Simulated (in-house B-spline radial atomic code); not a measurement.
Radial electron density of Ar4+, [Ne] 3s1 3p2 3d1. Method: Dirac-Hartree-Fock, average of configuration, Fermi nucleus of rms radius 3.4274 fm. Calculated with an all-electron radial atomic-structure program (B-spline basis).

Columns: r (bohr), 4πr²n(r) (electrons per bohr), bar.

```
 0.00327   0.4831 #
 0.00392   0.6761 #
 0.00469   0.9385 ##
 0.00561    1.295 ###
 0.00672     1.78 ####
 0.00805    2.428 #####
 0.00963    3.272 #######
  0.0115     4.35 #########
  0.0138     5.75 ############
  0.0165     7.44 ################
  0.0198    9.491 ####################
  0.0237    11.79 #########################
  0.0284    14.28 ##############################
   0.034    16.73 ###################################
  0.0407    18.88 ########################################
  0.0487    20.38 ###########################################
  0.0583    20.94 ############################################
  0.0698    20.38 ###########################################
  0.0835    18.83 ########################################
     0.1    16.75 ###################################
    0.12    14.95 ###############################
   0.143    14.31 ##############################
   0.172    15.26 ################################
   0.205    17.41 #####################################
   0.246    19.81 ##########################################
   0.294    20.85 ############################################
   0.352    19.53 #########################################
   0.422    15.82 #################################
   0.505       11 #######################
   0.605    6.749 ##############
   0.724    4.282 #########
   0.867    3.546 #######
    1.04    3.603 ########
    1.24    3.453 #######
    1.49    2.713 ######
    1.78    1.701 ####
    2.13   0.8252 ##
    2.55    0.305 #
    3.06  0.08273 
    3.66  0.01664 
    4.38 0.002284 
    5.24 0.0001969
```

On this grid the curve has 3 maxima, near 0.0583, 0.294, 1.04 bohr.

The 3s1/2 radial function P(r) = rR(r), positive near the nucleus, with its small component Q(r) (sign convention: Q ≈ (P' + κP/r)/2c):

| r (bohr) | P | Q |
| --- | --- | --- |
| 0.00111 | 0.0173 | -0.001145 |
| 0.00159 | 0.02448 | -0.001624 |
| 0.00228 | 0.03456 | -0.0023 |
| 0.00327 | 0.04853 | -0.003243 |
| 0.00469 | 0.0676 | -0.004545 |
| 0.00672 | 0.093 | -0.006307 |
| 0.00963 | 0.1258 | -0.008644 |
| 0.0138 | 0.166 | -0.01163 |
| 0.0198 | 0.2112 | -0.01526 |
| 0.0284 | 0.2536 | -0.01927 |
| 0.0407 | 0.2773 | -0.02301 |
| 0.0583 | 0.2563 | -0.02529 |
| 0.0835 | 0.1586 | -0.02449 |
| 0.12 | -0.03754 | -0.019 |
| 0.172 | -0.296 | -0.008832 |
| 0.246 | -0.4917 | 0.003066 |
| 0.352 | -0.4353 | 0.01138 |
| 0.505 | -0.009476 | 0.01178 |
| 0.724 | 0.6177 | 0.005106 |
| 1.04 | 0.9985 | -0.00245 |
| 1.49 | 0.8237 | -0.004776 |
| 2.13 | 0.3659 | -0.00266 |
| 3.06 | 0.07346 | -0.0005916 |
| 4.38 | 0.005198 | -4.419e-05 |
